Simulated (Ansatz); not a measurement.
Name a neutral molecule of B, S, Si and H with zero-point energy (PBE0-D4/def2-TZVP) between 101 and 117 kJ/mol and HOMO energy (B3LYP/def2-TZVPP) between -7.75 and -7.45 eV (Ansatz, PBE0-D4/def2-TZVP geometry).

`B1[SiH2]BS1` (113.7 kJ/mol, -7.49 eV). Other molecules can fit too; these were computed, each in one conformer that needn't be the lowest.

B3LYP here is the variant with VWN-RPA as its local correlation; programs differ in this.
